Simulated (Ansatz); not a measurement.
A run for Ansatz (a quantum-chemistry and plane-wave program): R-CCSD(T)/aug-cc-pVTZ on HBr (SMILES Br) with ghost functions, monomers drawn apart or pushed together. The run froze 14 orbitals, filled d shells among them.

Ansatz 0.2 input:
```yaml
crystal:
  periodic: [false, false, false]
  atoms:
    - {symbol: Br, position_ang: [-0.43374412, -1.27869165, 3.10575936]}
    - {symbol: H, position_ang: [-0.34844432, -0.54182577, 1.86226532]}
basis:
  gaussian:
    orbitals: aug-cc-pVTZ
    ghost_atoms:
      - {symbol: O, position_ang: [-0.18190976, 0.39201289, 0.47091361]}
      - {symbol: H, position_ang: [0.73983500, 0.47377152, 0.20090645]}
      - {symbol: H, position_ang: [-0.50177974, 1.29184150, 0.60203524]}
magnetization: {spin_polarized: false}
correlation: {method: ccsd_t, electrons: outside_noble_gas}
scf: {lower_state_search: off}
```

Program output:

```
WARN ansatz: RAYON_NUM_THREADS=1 ignored (pool sized by the plan → 1); use --threads N
Functional definition: HF
these checks for a lower state are left out or cut short: stability, starts, cluster_reference, orbital_swaps, neighbouring_geometries, increment
integrals: 0.55 GiB planned
1044 factors; integrals over basis functions are off by at most 9.2e-4 eV
mean field: 0.46 GiB planned
mean field evaluation 1: about -70015.8253 eV, gradient 9.1e0 eV
mean field evaluation 2: about -70015.8309 eV, gradient 9.2e0 eV
mean field evaluation 4: about -70016.1981 eV, gradient 1.1e0 eV
mean field evaluation 8: about -70016.2057 eV, gradient 5.0e-5 eV
mean field -70016.20573449 eV, -2573.0481020539 hartree, gradient 3.2e-6 eV, S^2 0.000000; 0 other end points of the search recorded, 0 dependent functions left out
14 core orbitals not correlated
reference -70016.20573449 eV, -2573.0481020539 hartree; 4, 4 occupied and 156, 156 virtual orbitals, 1044 factors
second order -4.86213970 eV of doubles, -0.00000000 eV of singles
coupled cluster: 1.22 GiB planned
cycle   1  -5.24113039 eV  change   -3.8e-1 eV  update   4.1e-2
cycle   2  -5.36342275 eV  change   -1.2e-1 eV  update   1.2e-2
cycle   3  -5.37179008 eV  change   -8.4e-3 eV  update   3.3e-3
cycle   4  -5.37112545 eV  change    6.6e-4 eV  update   8.7e-4
cycle   5  -5.37091411 eV  change    2.1e-4 eV  update   1.9e-4
cycle   6  -5.37088128 eV  change    3.3e-5 eV  update   5.8e-5
cycle   7  -5.37088284 eV  change   -1.6e-6 eV  update   1.8e-5
cycle   8  -5.37088482 eV  change   -2.0e-6 eV  update   5.5e-6
perturbative correction -0.19636486 eV, -0.0072162755 hartree
Total energy: -70021.77298418 eV, -2573.2526947061 hartree
Checks for a lower state left out: stability, starts, cluster_reference, orbital_swaps, neighbouring_geometries, increment
```

The calculation finished and met its thresholds.

Cost: roughly 15 core-seconds.
